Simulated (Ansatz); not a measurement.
Molecule: SnH$_{5}$ (charge -1, singlet). 
Structure (B3LYP-D3(BJ)/def2-TZVP (Ansatz, a program for electronic structure) minimum search):
```xyz
6

Sn     0.0000     0.0000     0.0000
H      0.0123     0.0114     1.8796
H     -0.0123    -0.0114    -1.8796
H      1.7765    -0.0068    -0.0116
H     -0.8824     1.5419    -0.0035
H     -0.8941    -1.5350     0.0151
```
Charge -1, spin multiplicity 1.

Total electronic energies in hartree. Valence correlation only, unless marked. No spin-orbit coupling. Frozen are the shells of the preceding noble gas and the d and f shells that filled before the atom's block. Past Kr the def2 sets carry scalar-relativistic core potentials. STO-3G rows are all-electron and non-relativistic. CBS(X,Y): correlation extrapolated as X^-3; Hartree-Fock from the larger set. [CCSD(T)-MP2]/basis is that difference in the basis named.

```tsv
level	program	energy (Eh)
RI-HF/def2-TZVPP	Ansatz	-216.16650
PBE-D4/def2-TZVPD	Ansatz + dftd4	-217.22322
BLYP/def2-TZVPD	Ansatz	-217.16827
PBE0-D3(BJ)/def2-TZVPD	Ansatz + dftd3	-217.23677
PBE0/def2-TZVPD	Ansatz	-217.23453
BHLYP/def2-TZVPD	Ansatz	-217.15784
CAM-B3LYP-D3(BJ)/def2-TZVPD	Ansatz + dftd3	-217.22175
B2PLYP-D4/def2-TZVPD	Ansatz + dftd4	?
MP2/def2-TZVPPD	Ansatz	-216.33508
MP2/def2-QZVPPD	Ansatz	-216.34789
CCSD/STO-3G	Ansatz	-5966.01067
CCSD(T)/def2-TZVPPD	Ansatz	-216.37653
RI-MP2/CBS(def2-TZVPPD,def2-QZVPPD)+[CCSD(T)-MP2]/def2-SVPD	Ansatz	-216.3975
RI-MP2/CBS(def2-TZVPPD,def2-QZVPPD)+[CCSD(T)-MP2]/def2-QZVPPD	Ansatz	-216.3944
CCSD(T)/CBS(def2-TZVPPD,def2-QZVPPD)	Ansatz	-216.3929
```

Problem. Complete the blanks.

Solution. 
- B2PLYP-D4/def2-TZVPD, energy (Eh): -216.94369
